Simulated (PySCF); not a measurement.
Assigning NMR signals

Numbering as in the mapped SMILES `[CH3:1][c:2]1[o:3][cH:4][c:5]([Si:6]([CH3:7])([CH3:8])[CH3:9])[p:10]1`. Each H is labelled by its parent atom.

- structure optimised with GFN2-xTB
- shielding tensors at PBE0/pcSseg-1 (GIAO)
- program: PySCF
- non-relativistic, gas phase, one conformer, fast rotation and ring inversion assumed for equivalent nuclei

Chemical shifts δ = σref − σ; TMS for 13C (σref 186.93) and 1H (σref 31.72), all at this level.

Task: Assign these signals to the numbered atoms. 13C{1H} NMR (computed): δ 207.8 (C), 155.3 (CH), 143.5 (C), 21.6 (CH3), 0.7 (CH3).

Result: 
```tsv
δ (ppm)	atoms	environment	reason
207.8	C2	substituted aromatic carbon next to the ring oxygen	–
155.3	C4	aromatic CH next to the ring oxygen	–
143.5	C5	substituted aromatic carbon	–
21.6	C1	methyl carbon on an aromatic ring	saturated and bonded to C and H only
0.7	C7/C8/C9	methyl carbon bonded to Si	an electropositive neighbour leaves it electron-rich and shielded
```

Task: Assign these signals to the numbered atoms. 1H NMR (300 MHz, computed): δ 7.81 (m, 1H), 2.84 (m, 3H), 0.27 (s, 9H).

Result: 
| δ (ppm) | atoms | environment | reason |
| --- | --- | --- | --- |
| 7.81 | H(C4) | hydrogen on an aromatic CH next to the ring oxygen | it sits in the deshielding region of the aromatic ring current |
| 2.84 | H(C1) | hydrogen on a methyl carbon on an aromatic ring | benzylic-type position, deshielded by the ring |
| 0.27 | H(C7)/H(C8)/H(C9) | hydrogen on a methyl carbon bonded to Si | an electropositive neighbour shields it, as in TMS itself |

Splittings by 31P in the carbon and heteronuclear signals aren't shown, as no couplings were computed. Shifts are as computed. Against solution values, carbons near 30 ppm lie about +3 ppm off and those near 130 ppm about +5 ppm. Of 1211 compounds with measured shifts, 218 miss one by over three times the rms of a fit or turn the order of signals round; such compounds aren't used in these exercises. No couplings were computed; multiplicities are counted from neighbouring protons, with m where these are inequivalent, close in shift, in a saturated or five-membered ring or joined by F or P, and br s for small geminal =CH2 splittings.
